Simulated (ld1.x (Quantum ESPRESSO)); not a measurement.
**Which change was made? (Eu, TM)**

europium (Eu), norm-conserving Troullier–Martins (Kleinman–Bylander form), made with ld1.x (Quantum ESPRESSO) 7.5 (PBEsol, scalar-relativistic). Core [Xe], reference 4f7 5d0 6s2 6p0. Waves: 6s (bound): rc 3.50 bohr; 6p (bound, empty): rc 4.20 bohr; 5d (bound, empty): rc 3.15 bohr; 4f (bound): rc 1.00 bohr. Local part: all-electron potential smoothed inside 3.00 bohr (lloc = -1). Core correction: none.

Cutoffs, loose and tight: the cutoffs (Ry, on a coarse ladder) from which the occupation-weighted sum of valence levels, in a spherical-Bessel basis at the reference potential, stays within 10 and 1 mRy of its value at 400 Ry. They do not see the model core or the augmentation charge, which bear on the density cutoff. Test errors are all-electron minus pseudo excitation energies from the reference, over the configurations 4f7 5d0 6s1 6p0; 4f7 5d0 6s0 6p0; 4f6 5d0 6s0 6p0; 4f5 5d0 6s0 6p0; 4f8 5d0 6s0 6p0; 4f7 5d0 6s0 6p1; 4f7 5d1 6s1 6p0; variants that change the core or the reference have their own tests. The largest error is taken over the tests solved by every variant that gives reliable tests at all, those not shown here included: 4f5 5d0 6s0 6p0; 4f6 5d0 6s0 6p0; 4f7 5d0 6s0 6p0; 4f7 5d0 6s0 6p1; 4f7 5d1 6s1 6p0.

The base gives: outcome: generated; cutoff, loose: over 300 Ry; cutoff, tight: over 300 Ry; bound ghosts: s; largest test error (meV): -6511.

Task: After one change the result is: outcome: generated; bound ghosts: s, p; largest test error (meV): -6328. Which change was it?
A. all radii scaled by about 0.76 (s 2.68, p 3.22, d 2.40, f 0.76 bohr); local potential all-electron potential smoothed inside 2.30 bohr (lloc = -1)
B. all radii scaled by about 1.11 (s 3.90, p 4.66, d 3.50, f 1.12 bohr); local potential all-electron potential smoothed inside 3.34 bohr (lloc = -1)
C. all radii scaled by about 1.38 (s 4.82, p 5.78, d 4.34, f 1.38 bohr); local potential all-electron potential smoothed inside 4.14 bohr (lloc = -1)

Result: A. The others give: all radii scaled by about 1.11 (s 3.90, p 4.66, d 3.50, f 1.12 bohr); local potential all-electron potential smoothed inside 3.34 bohr (lloc = -1) → outcome: generated; cutoff, loose: 300 Ry; cutoff, tight: over 300 Ry; bound ghosts: none; largest test error (meV): -7100 | all radii scaled by about 1.38 (s 4.82, p 5.78, d 4.34, f 1.38 bohr); local potential all-electron potential smoothed inside 4.14 bohr (lloc = -1) → outcome: generated; cutoff, loose: 200 Ry; cutoff, tight: 300 Ry; bound ghosts: p; largest test error (meV): -9111.
